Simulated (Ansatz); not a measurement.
Basis sets compared for dibenzothiophene S,S-dioxide (C₁₂H₈O₂S). The state is a singlet with charge 0. Geometry PBE-D4/def2-SVP. Ansatz on 4 threads of Arm Neoverse V2 on a shared host; times are rough, and most runs start from earlier orbitals.

```xyz
23

O     2.023   -2.295    0.633
S     1.783   -1.108   -0.217
O     2.792   -0.698   -1.218
C     0.144   -1.195   -0.972
C    -0.259   -2.118   -1.935
C    -1.580   -2.032   -2.408
C    -2.449   -1.042   -1.915
C    -2.021   -0.122   -0.943
C    -0.705   -0.194   -0.459
C    -0.050    0.663    0.551
C    -0.592    1.747    1.261
C     0.210    2.434    2.187
C     1.546    2.054    2.412
C     2.104    0.971    1.710
C     1.291    0.303    0.797
H     0.437   -2.884   -2.307
H    -1.934   -2.744   -3.169
H    -3.480   -0.987   -2.294
H    -2.713    0.646   -0.567
H    -1.635    2.056    1.096
H    -0.214    3.283    2.743
H     2.158    2.605    3.142
H     3.146    0.657    1.871
```

Binding counts from free atoms (O triplet, S triplet, C triplet, H doublet) in the same basis, without a counterpoise term.

| level | functions | energy (Eh) | HOMO (eV) | LUMO (eV) | binding per atom (eV) | wall time |
| --- | --- | --- | --- | --- | --- | --- |
| PBE-D4/def2-SVP | 254 | -1009.2410 | -6.11 | -2.69 | 5.45 | 6 s |
| PBE0-D4/def2-SVP | 254 | -1009.2919 | -7.12 | -2.01 | 5.29 | 12 s |

Task: Estimate the rows for PBE-D4/def2-TZVP (with forces), PBE0-D4/def2-TZVP.

Result: 
| level | functions | energy (Eh) | HOMO (eV) | LUMO (eV) | binding per atom (eV) | wall time |
| --- | --- | --- | --- | --- | --- | --- |
| PBE-D4/def2-TZVP (with forces) | 519 | -1010.0926 | -6.18 | -2.81 | 5.43 | 18 s |
| PBE0-D4/def2-TZVP | 519 | -1010.1396 | -7.11 | -2.06 | 5.27 | 37 s |
